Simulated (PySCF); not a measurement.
# Two-component Hartree-Fock for Lu³⁸⁺ (lutetium, charge +38)

Start: [Ar] 3d10 4s2 4p3; 4p1/2 filled at m_j = -1/2, +1/2; 4p3/2 filled at m_j = +3/2. Calculated with PySCF 2.14 in an uncontracted even-tempered set (16 s from 4.3 bohr⁻², ratio 2.8; 13 p from 5.6 bohr⁻², ratio 2.8; 8 d from 10 bohr⁻², ratio 2.8; 4 f from 26 bohr⁻², ratio 3): generalised Hartree-Fock with the X2C-1e Hamiltonian and a Gaussian nucleus; one run each with spin-orbit coupling (SO) switched off, then screened by Boettger's factors.

```tsv
spinor shell	electrons	ε, spin-free (eV)	ε, screened SO (eV)	weight of nominal j (screened SO)	rms radius, screened SO (bohr)
1s1/2	2	-65356.9	-65336.5	1.000	0.0219
2s1/2	2	-12660.1	-12652.0	1.000	0.0884
2p1/2	2	-11343.1	-12138.5	1.000	0.0753
2p3/2	4	-11343.1	-11010.8	1.000	0.0824
3s1/2	2	-4162.6	-4158.5	1.000	0.224
3p1/2	2	-3756.9	-3935.3	1.000	0.215
3p3/2	4	-3756.9	-3678.5	1.000	0.229
3d3/2	4	-3281.0	-3311.3	1.000	0.201
3d5/2	6	-3281.0	-3255.4	1.000	0.205
4s1/2	2	-1906.0	-1904.5	1.000	0.474
4p1/2	2	-1771.4	-1817.4	0.999	0.467
4p3/2	1	-1771.4	-1742.0	1.000	0.487
```

```
   quantity     spin-free   screened SO
E (hartree)  -13671.49061  -13688.19057
        M_J           3/2           3/2
       ⟨J²⟩         3.750         3.751
       ⟨L²⟩         0.000         2.499
       ⟨S²⟩         3.750         1.570
```

Each row is a mean over spinors that exchange with the open shell spreads, by up to 13.473 eV (4s1/2).

Breit and QED terms are absent; they matter most for the inner s and p1/2 levels.

Densities and radii are taken from the X2C orbitals without a picture-change correction, which distorts them close to the nucleus.

Without spin-orbit coupling the j labels of p, d and f shells carry no meaning; the spin-free column gives the mean over the occupied spinors of each nl shell.
